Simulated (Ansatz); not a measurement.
Two members of one family (Sn14H20 nanocrystal and its variants), computed with Ansatz in the gas phase; def2 core potentials for Sn, no spin–orbit coupling. Binding counts from free atoms in the multiplicity of their measured ground term, without zero-point energy. The structures are stationary points that may keep the symmetry of their start.

First: Sn14H18Cl2, 2 of the caps Cl (singlet, charge 0, r2SCAN-D4/def2-SVP geometry).

Cartesian coordinates in Å:
```
Sn 1.841 3.808 0.213
Sn -1.011 -2.927 -2.740
Sn -1.629 1.394 -1.611
Sn 2.431 -0.609 -0.968
Sn 2.339 0.572 3.485
Sn -1.144 -1.800 1.624
Sn -1.776 2.597 2.836
Sn 1.773 -2.601 -2.835
Sn 1.149 1.802 -1.626
Sn 1.008 2.927 2.742
Sn -2.339 -0.572 -3.486
Sn -1.843 -3.806 -0.211
Sn -2.426 0.609 0.964
Sn 1.633 -1.392 1.607
Cl -1.597 -4.630 -4.331
Cl 1.594 4.631 4.332
H 1.063 5.286 -0.189
H 3.539 4.072 0.207
H -2.412 2.880 -2.008
H 4.138 -0.352 -0.972
H 4.039 0.828 3.484
H 1.866 0.094 5.066
H -1.628 -2.273 3.213
H -2.564 4.074 2.448
H -2.267 2.122 4.414
H 2.263 -2.133 -4.415
H 2.558 -4.079 -2.443
H 1.635 2.279 -3.212
H -1.867 -0.097 -5.068
H -4.041 -0.823 -3.482
H -3.542 -4.070 -0.200
H -1.066 -5.287 0.188
H -4.133 0.351 0.964
H 2.418 -2.877 2.007
```

```
             level  HOMO (eV)  LUMO (eV)  gap (eV)  binding per atom (eV)
  PBE-D4/def2-TZVP      -6.12      -3.14      2.98                   2.50
r2SCAN-D4/def2-SVP      -6.29      -2.88      3.41                   2.48
   B97M-V/def2-SVP      -6.33      -2.82      3.51                   2.55
  PBE0-D4/def2-SVP      -6.93      -2.28      4.65                   2.48
 PBE0-D4/def2-TZVP      -6.98      -2.39      4.59                   2.50
```

Second: Sn7Ge7H20, 7 Ge, random (singlet, charge 0, r2SCAN-D4/def2-SVP geometry).

Cartesian coordinates in Å:
```
Sn 2.363 -3.150 -0.266
Sn -0.095 3.958 0.763
Sn 0.955 -0.064 2.353
Sn 1.603 0.740 -1.817
Ge -0.932 -2.435 -2.696
Ge -2.259 0.470 -0.269
Sn -1.652 -3.301 1.251
Sn 1.667 3.499 -1.355
Ge 2.468 -0.587 0.274
Ge -0.124 -3.761 -0.823
Sn 0.932 2.654 3.011
Ge -2.394 2.875 0.114
Ge -1.501 -0.729 1.714
Ge -0.867 -0.051 -2.201
H 2.905 -4.078 1.077
H 3.377 -3.512 -1.608
H -0.326 5.643 1.050
H 1.466 -1.042 3.681
H 2.551 0.299 -3.191
H -0.072 -2.713 -3.946
H -2.381 -2.852 -3.025
H -3.692 -0.026 -0.587
H -1.101 -4.192 2.615
H -3.274 -3.772 0.921
H 3.265 3.997 -0.955
H 1.192 4.364 -2.765
H 3.928 -0.177 0.585
H -0.203 -5.256 -1.216
H 2.505 3.236 3.398
H -0.066 2.907 4.390
H -3.430 3.138 1.226
H -2.920 3.549 -1.171
H -2.437 -0.342 2.884
H -1.453 0.711 -3.415
```

Question: What does the change do? Estimate second minus first.

Answer: 
| level | Δ HOMO (eV) | Δ LUMO (eV) | Δ gap (eV) | Δ binding per atom (eV) |
| --- | --- | --- | --- | --- |
| PBE-D4/def2-TZVP | 0.16 | 0.88 | 0.71 | 0.16 |
| r2SCAN-D4/def2-SVP | 0.14 | 0.90 | 0.76 | 0.18 |
| B97M-V/def2-SVP | 0.11 | 0.89 | 0.77 | 0.16 |
| PBE0-D4/def2-SVP | 0.13 | 0.88 | 0.75 | 0.17 |
| PBE0-D4/def2-TZVP | 0.17 | 0.88 | 0.71 | 0.16 |
